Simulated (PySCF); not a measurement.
Compound: PhSCF3, C7H5F3S.
SMILES with atom numbers: `[F:1][C:2]([F:3])([F:4])[S:5][c:6]1[cH:7][cH:8][cH:9][cH:10][cH:11]1` (hydrogens: H12 on C7; H13 on C8; H14 on C9; H15 on C10; H16 on C11)

Computed by this run: PySCF 2.14.0, PBE0-D3(BJ)/def2-SVP geometry optimisation, gas phase; density fitting, grid level 1; the optimiser is geomeTRIC in internal coordinates, started from a GFN2-xTB structure with every atom displaced at random (about 0.01 Å).

Step 0: E = -26291.7639 eV
```
atom  x, y, z in Å  |  force x, y, z in eV/Å
F1      2.5137    1.3373    0.4508   -0.270   0.493   0.171
C2      2.7460    0.1401   -0.0405    1.184  -0.210  -0.618
F3      2.4081    0.1718   -1.3432    0.281  -0.068   0.602
F4      4.0948   -0.0505    0.0423   -1.417  -0.244  -0.067
S5      1.8432   -1.1627    0.8533    0.042   0.196  -0.171
C6      0.2021   -0.5666    0.4112    1.320  -0.625   0.424
C7     -0.4196    0.3552    1.2200   -0.168   0.436   0.359
C8     -1.6663    0.8229    0.8469   -0.716   0.744   0.872
C9     -2.2860    0.3523   -0.2838   -0.418  -0.345  -1.026
C10    -1.6423   -0.5909   -1.0859   -0.519   0.022  -0.236
C11    -0.3963   -1.0603   -0.7298   -0.162   0.138  -0.169
H12     0.0596    0.7175    2.1217    0.189   0.071   0.205
H13    -2.2139    1.5543    1.4610    0.337  -0.130  -0.020
H14    -3.2765    0.7140   -0.5802    0.090   0.015   0.110
H15    -2.1144   -0.9667   -1.9946   -0.089   0.010  -0.038
H16     0.1287   -1.7701   -1.3384    0.318  -0.501  -0.401
```

Problem. Estimate the geometry and energy of step 1. (The exact step hangs on the optimiser's Hessian estimate; all steps are aligned on step 0, rigid shifts and turns removed.)

Solution. E = -26291.8799 eV, largest force 0.305 eV/Å
```
atom  x, y, z in Å  |  force x, y, z in eV/Å
F1      2.6326    1.3859    0.4410   -0.012  -0.054  -0.047
C2      2.8363    0.1621   -0.0418    0.033  -0.088   0.176
F3      2.6166    0.2147   -1.3508    0.007  -0.014   0.045
F4      4.1108   -0.1657    0.1669   -0.097   0.116  -0.101
S5      1.8416   -1.1047    0.8037   -0.037  -0.043  -0.054
C6      0.2040   -0.5469    0.3744    0.295   0.004   0.075
C7     -0.4380    0.3797    1.1953   -0.038   0.123   0.034
C8     -1.7122    0.8243    0.8597   -0.220  -0.071   0.061
C9     -2.3502    0.3222   -0.2725    0.003   0.002  -0.147
C10    -1.7063   -0.6104   -1.0854   -0.075  -0.049  -0.002
C11    -0.4287   -1.0540   -0.7603    0.048   0.080  -0.064
H12     0.0660    0.7541    2.0867    0.051   0.015   0.023
H13    -2.2333    1.5439    1.4952    0.069   0.035   0.023
H14    -3.3545    0.6636   -0.5337   -0.008   0.012   0.024
H15    -2.2009   -0.9999   -1.9775   -0.031   0.002  -0.009
H16     0.0970   -1.7712   -1.3900    0.012  -0.069  -0.038
```

The energy changes by -0.1160 eV. The first-order estimate −F·Δx gives -0.2616 eV and the mean of the old and new forces, exact on a quadratic surface, -0.1264 eV. The step makes an angle of 79° with the force vector and moves no atom by more than 0.213 Å.

The cost below is that of the whole optimisation. Hardware: Intel Xeon 6975P-C, 2 threads (shared host). Cost: 58 s wall, 2.6 min CPU, 1.0 GiB resident at most.
